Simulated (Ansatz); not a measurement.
Relaxation of C3H10Si (14 atoms, charge 0, multiplicity 1), to a largest force component of 0.02 eV/Å in at most 40 steps.

Level of theory: Ansatz 0.2.0, RKS BLYP-D4/6-31G.

```xyz
14
Properties=species:S:1:pos:R:3:forces:R:3
Si 0.000 0.000 0.000 0.05 -0.02 -0.10
H 0.000 0.000 1.460 0.01 -0.02 1.07
C 1.763 0.000 -0.623 0.90 0.03 -0.12
H 2.111 -1.046 -0.751 0.15 0.31 0.00
H 1.812 0.528 -1.598 0.18 -0.18 0.19
H 2.415 0.519 0.111 0.08 -0.13 -0.35
C -0.881 1.526 -0.623 -0.45 0.84 -0.12
H -1.933 1.272 -0.867 0.19 0.29 0.03
H -0.862 2.311 0.162 -0.13 0.02 -0.37
H -0.370 1.903 -1.534 -0.27 0.06 0.17
C -0.881 -1.526 -0.623 -0.46 -0.82 -0.24
H -1.380 -2.038 0.226 0.00 -0.07 -0.38
H -1.641 -1.233 -1.377 0.12 -0.30 0.14
H -0.145 -2.215 -1.088 -0.35 -0.01 0.08
```

Where does it end, and by what steps?

It converged. The force dipped under the threshold on the way, but the program's further checks kept it going. Limits of this set-up: no polarisation functions. After 15 steps the energy has fallen by 0.326 eV; H13 moved furthest, 0.91 Å.

```csv
step,energy less start (eV),largest force component (eV/Å),accepted
0,0.0000,1.070,yes
1,-0.2040,0.612,yes
2,-0.2464,0.341,yes
3,-0.2822,0.066,yes
4,-0.2720,0.609,no
5,-0.2953,0.034,yes
6,-0.3038,0.140,yes
7,-0.3109,0.348,yes
8,-0.3002,0.574,no
9,-0.3217,0.049,yes
10,-0.3249,0.032,yes
11,-0.3242,0.121,no
12,-0.3251,0.007,yes
13,-0.3256,0.086,yes
14,-0.3249,0.083,no
15,-0.3260,0.002,yes
```

```xyz
14
Properties=species:S:1:pos:R:3
Si 0.009 -0.051 -0.008
H 0.033 -0.204 1.506
C 1.824 0.046 -0.649
H 2.383 -0.868 -0.388
H 1.842 0.157 -1.747
H 2.352 0.909 -0.209
C -0.942 1.568 -0.450
H -1.980 1.529 -0.077
H -0.450 2.448 -0.004
H -0.975 1.710 -1.544
C -0.886 -1.579 -0.771
H -1.920 -1.658 -0.395
H -0.926 -1.495 -1.870
H -0.356 -2.512 -0.516
```

Whether the end is a true minimum wasn't checked by a vibrational analysis.

The run took 27 s on 1 thread of AMD EPYC 9R45 96-Core Processor (Zen 5), with other jobs on the host, peak memory 0.14 GiB.
